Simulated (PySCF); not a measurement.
## Computed structure and properties of [Eu(H2CO)]3+

System: [Eu(H2CO)]3+ (singlet in the valence; each metal's 4f electrons, 6 of them, lie in its core potential, out of spins and levels); start: template (C2v). Method: PySCF 2.14.0, RKS PBE0, Eu lcecp-1-SVP with ECP52, O def2-SVP, C def2-SVP, H def2-SVP; non-relativistic Hamiltonian with scalar-relativistic core potentials where named; density fitting; no spin-orbit coupling.

Input of the relaxation:

```python
mol = gto.M(atom='''
Eu     0.00000     0.00000    -0.50754
O      0.00000     0.00000     1.97746
C      0.00000     0.00000     3.19746
H      0.94000    -0.00000     3.77746
H     -0.94000     0.00000     3.77746''',
    basis={'Eu': 'lcecp-1-SVP', 'O': 'def2-SVP', 'C': 'def2-SVP', 'H': 'def2-SVP'},
    ecp={'Eu': 'lcecp-1-SVP'},
    charge=3, spin=0)
mf = dft.RKS(mol, xc='PBE0')
mf.grids.atom_grid = (50, 194)  # f atoms: unpruned, at least (60, 302)
mf = mf.density_fit()  # fitting sets: Eu AutoAux, O def2-universal-JKFIT, C def2-universal-JKFIT, H def2-universal-JKFIT
mf.conv_tol = 1e-08; mf.max_cycle = 55
mf.kernel(dm0)  # dm0: converged density of the start geometry
# quasi-Newton relaxation in Cartesian coordinates to a largest gradient under 0.00045 Eh/bohr, steps kept in the point group
```

Run from Python with OMP_NUM_THREADS=2; the lines above give its settings. Where DIIS fails, smearing, a level shift and second-order steps follow.
It took 13 s on 2 threads of Arm Neoverse V1, on a shared host, from the converged density of the start.

Course of the relaxation:

```tsv
step	energy above end (eV)	largest force component within the symmetry (eV/Å)
0	0.7385	4.330
1	0.3757	2.470
2	0.1440	3.754
3	0.0285	0.885
4	0.0032	0.283
5	0.0001	0.092
6	0.0000	0.017
7	0.0000	0.001
```

Relaxed geometry (C2v):

```xyz
5

Eu    0.0000    0.0000   -0.2183
O     0.0000    0.0000    1.8876
C     0.0000    0.0000    3.1550
H     0.9714    0.0000    3.6990
H    -0.9714    0.0000    3.6990
```

```
      contact      Å
Eu1–O2 (H2CO)  2.106
```

On the finer grid (75, 302):

The HOMO is -25.14 eV. The LUMO is -19.43 eV, the dipole about the centre of mass is 4.57 D and the set of Mulliken populations of Eu1 outside the core potential is s 2.04, p 6.04, d 0.43, f 0.03. The D3(BJ) dispersion energy (not in the energies) is -0.062 eV.

```tsv
atom	Mulliken (e)	Löwdin (e)	spin (e)
Eu1	2.45	2.31	0.00
O2	-0.38	-0.10	0.00
C3	0.40	0.53	0.00
H4	0.26	0.13	0.00
H5	0.26	0.13	0.00
```

The 4f levels lie in the core potential and are missing. Their spin isn't counted.

On the grid (50, 194), as all that follows. Harmonic modes: a minimum; lowest 254 cm⁻¹ (negative: unstable), highest 3164 cm⁻¹, zero-point energy 0.777 eV.

Taking off one H2CO (charge 0, singlet; the rest: singlet) in vacuum, both parts rigid, costs 6.23 eV; the small basis without counterpoise inflates it. Parting with an electron moved from the ligand to the metal can be far cheaper, even downhill.

Rigid scan of H2CO along the line from its metal:

distance to O2 (Å), energy (eV) and a bar:
```
     1.81      1.259 ##############################
     1.91      0.476 ###########
     2.01      0.102 ##
     2.11      0.000 
     2.21      0.075 ##
     2.31      0.260 ######
     2.51      0.786 ###################
```

One start shape was tried, so this needn't be the lowest isomer.

An lcecp potential fixes the number of 4f electrons, so in runs with it no electron can move into or out of that shell.
